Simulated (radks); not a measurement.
Q: Ionisation ladder of phosphorus, from P XI to P XIII. Each ion is in the ground configuration listed by NIST, and IE = E(next ion) - E(this ion). Calculated with a radial shooting solver on a logarithmic mesh with Libxc functionals: scalar-relativistic Kohn-Sham, PBEsol, spin-polarised, spherical densities, finite nucleus; open shells are filled with parallel spins first; Fermi nuclear charge, rms radius 3.1889 fm.

species  configuration  IE, Delta-SCF (eV)  -e(HOMO) (eV)   HOMO
P XI      [He] 2s2 2p1              478.57         451.96  2p up
P XII         [He] 2s2              557.04         536.18     2s
P XIII        [He] 2s1                   ?         590.55  2s up

Estimate the withheld Delta-SCF values.

A: P XIII: 611.75 eV (NIST 611.74).
